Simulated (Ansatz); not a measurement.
Born–Oppenheimer molecular dynamics of AlF2H7N2O (13 atoms, charge 0, multiplicity 1). It starts from a rough guess of a transition structure, not a stationary point.

These are results of UKS B3LYP-D4/STO-3G in Ansatz 0.2.0, not measurements.

| Quantity | Value |
| --- | --- |
| ensemble | NVE (velocity Verlet) |
| time step | 0.5 fs |
| steps asked | 150 |
| starting velocities drawn for | 600 K |
| seed | 351130 |

First frame:

```xyz
13
Properties=species:S:1:pos:R:3
Al -0.320 -0.589 0.143
O -0.404 1.338 -0.871
N -1.453 -0.607 1.505
N 0.075 -1.673 -1.194
H 1.915 1.038 0.370
F 1.532 0.052 0.930
H 0.764 1.813 -0.716
F 1.884 2.014 -0.325
H -1.032 1.992 -0.575
H -1.280 -0.149 2.389
H -2.235 -1.234 1.613
H 0.091 -2.680 -1.213
H 0.463 -1.316 -2.056
```

Question: How far do the bonds stretch over the last three quarters of this one trajectory? (Pairs bonded in most of those frames.)

Answer: 
```json
{"bond": "Al1–O2", "mean (Å)": "1.856", "spread (Å)": "0.141", "shortest": "1.61", "longest": "2.04"}
{"bond": "Al1–N3", "mean (Å)": "1.792", "spread (Å)": "0.073", "shortest": "1.66", "longest": "1.89"}
{"bond": "Al1–N4", "mean (Å)": "1.829", "spread (Å)": "0.080", "shortest": "1.70", "longest": "1.95"}
{"bond": "Al1–F6", "mean (Å)": "1.778", "spread (Å)": "0.170", "shortest": "1.51", "longest": "2.01"}
{"bond": "O2–H7", "mean (Å)": "1.168", "spread (Å)": "0.042", "shortest": "1.11", "longest": "1.26"}
{"bond": "O2–H9", "mean (Å)": "1.024", "spread (Å)": "0.052", "shortest": "0.94", "longest": "1.11"}
{"bond": "N3–H10", "mean (Å)": "1.055", "spread (Å)": "0.043", "shortest": "0.99", "longest": "1.13"}
{"bond": "N3–H11", "mean (Å)": "1.058", "spread (Å)": "0.045", "shortest": "0.98", "longest": "1.14"}
{"bond": "N4–H12", "mean (Å)": "1.074", "spread (Å)": "0.031", "shortest": "1.01", "longest": "1.13"}
{"bond": "N4–H13", "mean (Å)": "1.069", "spread (Å)": "0.021", "shortest": "1.03", "longest": "1.11"}
```

Pairs bonded in part of these frames only: O2–H7 82 %, H5–F6 14 %, H5–F8 30 %, H7–F8 15 %.

Mean temperature of the second half: 1231 K. The conserved energy stayed within 0.47 meV per atom of its start (net change -0.13 meV per atom), so the integration is sound. The kinetic energy rose, since the run started high on the potential surface and went downhill. A run of 0.075 ps of so small a system gives no equilibrium averages. The orbitals were unrestricted but ended closed-shell. Limits of this set-up: minimal basis.

The run took 11 min on 1 thread of Arm Neoverse V1, on a shared host, peak memory 0.16 GiB.
